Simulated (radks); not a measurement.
Trend from C to Pb: ionisation energy by Delta-SCF between NIST ground configurations, and size. Calculated with a radial shooting solver on a logarithmic mesh with Libxc functionals: scalar-relativistic Kohn-Sham, PBE, spin-polarised, spherical densities, point nucleus; open shells are filled with parallel spins first (spin-orbit coupling, left out, can overturn this in heavy ions).

| species | configuration | configuration of the ion | IE (eV) | NIST (eV) | kind | r at 0.001 e/bohr^3 (bohr) |
|---|---|---|---|---|---|---|
| C | [He] 2s2 2p2 | [He] 2s2 2p1 | 11.672 | 11.260 | exp. | 3.64 |
| Si | [Ne] 3s2 3p2 | [Ne] 3s2 3p1 | 8.264 | 8.152 | exp. | 4.41 |
| Ge | [Ar] 3d10 4s2 4p2 | [Ar] 3d10 4s2 4p1 | 7.944 | 7.899 | exp. | 4.43 |
| Sn | [Kr] 4d10 5s2 5p2 | [Kr] 4d10 5s2 5p1 | 7.309 | 7.344 | exp. | 4.71 |
| Pb | [Hg] 6p2 | [Hg] 6p1 | 6.986 | 7.417 | exp. | 4.74 |

Reference values: NIST Atomic Spectra Database (measured). Open shells are spherical and high-spin; term and fine-structure splittings are not resolved. Spin-orbit splitting is averaged out at the scalar-relativistic level.
